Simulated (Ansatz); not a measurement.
Si3Te6, relaxed as a singlet with RKS PBE-D4/def2-SVP in Ansatz, starting from the GFN1-xTB geometry. Force threshold 0.03 eV/Å.

In the def2 sets Te takes a core potential; there is no spin–orbit coupling. The restricted singlet is unstable towards broken spin symmetry in Hartree–Fock (as tested in another run); at PBE-D4/def2-SVP this wasn't settled. The structure comes from a short search, and lower isomers may exist.

Start:

```xyz
9

Si    1.576   -0.296   -0.889
Si   -1.896    1.579   -0.806
Si   -0.955   -0.838    1.145
Te    0.567   -2.428    0.062
Te    3.873   -0.230   -1.255
Te    0.008    1.000   -2.393
Te   -0.333    0.275    3.258
Te    0.303    1.435    0.755
Te   -3.144   -0.497    0.124
```

```tsv
step	energy (eV)	largest force component (eV/Å)	SCF passes
1	-67378.6602	0.937	25
2	-67378.7637	0.740	30
3	-67378.8517	0.137	23
4	-67378.8550	0.043	24
5	-67378.8560	0.075	23
6	-67378.8573	0.046	25
7	-67378.8603	0.037	23
8 (rejected)	-67378.8511	0.284	28
9	-67378.8657	0.052	23
10	-67378.8712	0.102	23
11 (rejected)	-67378.8670	0.173	23
12	-67378.8748	0.026	22
13	-67378.8752	0.068	22
14	-67378.8765	0.052	22
15	-67378.8774	0.028	22
16	-67378.8867	0.060	22
17	-67378.9020	0.094	22
18	-67378.9200	0.220	22
19	-67378.9380	0.301	22
20	-67378.9556	0.221	22
21	-67378.9715	0.171	22
22	-67378.9753	0.231	23
23	-67378.9791	0.154	23
24 (rejected)	-67378.9707	0.184	22
25	-67378.9858	0.109	23
26 (rejected)	-67378.9845	0.157	21
27	-67378.9870	0.022	24
```

Force components are those of the run's own axes.

End:

```
atom   x (Å)   y (Å)   z (Å)
 Si1   1.791  -0.546  -1.295
 Si2  -2.021   1.567  -0.845
 Si3  -0.832  -0.635   1.312
 Te4   1.258  -1.934   0.727
 Te5   3.552  -1.226  -2.663
 Te6   0.555   1.598  -1.763
 Te7  -1.362   0.247   3.575
 Te8  -0.277   1.851   1.319
 Te9  -2.663  -0.922  -0.366
```

Bonds lost: Si1–Te8 (atoms count from 1).

The force fell under the threshold at step 12, but the optimiser went on and released 0.112 eV more. No frequencies were taken in this run, so the end may be a saddle point.

Hardware: 4 threads of Arm Neoverse V2 on a shared host. Wall time 2 min.
